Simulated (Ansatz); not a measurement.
`C[SiH](C)P` + H₂ → `C[SiH2]P` + CH₄ at 600 K and 1 bar (hydrogenolysis of the Si–C bond).

Calculated with Ansatz (gas phase, PBE0-D4/def2-TZVP geometries, no zero-point term in ΔE). CCSD(T)/CBS is the MP2 limit (def2-TZVPP, def2-QZVPP) plus CCSD(T) − MP2 in def2-TZVPP, frozen cores. This one scheme is used for every species. Each species was taken in one conformer, which may not be the lowest.

| species | CCSD(T)/CBS energy (Eh) | H − E (kJ/mol) | S (J/(mol·K)) |
| --- | --- | --- | --- |
| `C[SiH](C)P` | -711.56475 | 333.2 | 462.7 |
| H₂ | -1.17544 | 43.9 | 150.8 |
| `C[SiH2]P` | -672.28696 | 242.6 | 402.0 |
| CH₄ | -40.46206 | 140.4 | 215.7 |

H − E and S are ideal-gas, rigid-rotor, harmonic terms from PBE0-D4/def2-TZVP, for one conformer and one mirror image of each species. For small species the MP2-based limit differs from directly extrapolated CCSD(T) by up to some mEh (0.8 for H₂); such offsets cancel only in part. 1 Eh = 2625.50 kJ/mol, R = 8.31446 J/(mol·K).

By hand: ΔE, ΔH, ΔS and ΔG.

ΔE = (-672.28696) + (-40.46206) − (-711.56475) − (-1.17544) = -0.00883 Eh = -23.2 kJ/mol. Δ(H − E) = 242.6 + 140.4 − 333.2 − 43.9 = 5.9, so ΔH = -17.3 kJ/mol. ΔS = 402.0 + 215.7 − 462.7 − 150.8 = 4.2 J/(mol·K). ΔG = -17.3 − 600 × (4.2)/1000 = -19.8 kJ/mol.

By hand: the equilibrium constant, and the temperature at which ΔG would vanish if ΔH and ΔS stayed fixed.

log₁₀ K = −ΔG/(RT ln 10) = 1.7. ΔH and −TΔS have one sign here, so there is no such temperature. One of them is within its doubt of zero, so this could turn.

The number of gas molecules stays the same, so ΔS is small and ΔH decides. A doubt of 5 kJ/mol in ΔE shifts log₁₀ K by 0.4 here. Other conformers and mirror images would add mixing entropy, several J/(mol·K) or more a flexible species. These are equilibria of isolated gas molecules and say nothing of rates. Largest T1 diagnostic: 0.012 (customary marks: 0.02 for closed shells, 0.045 for open ones).
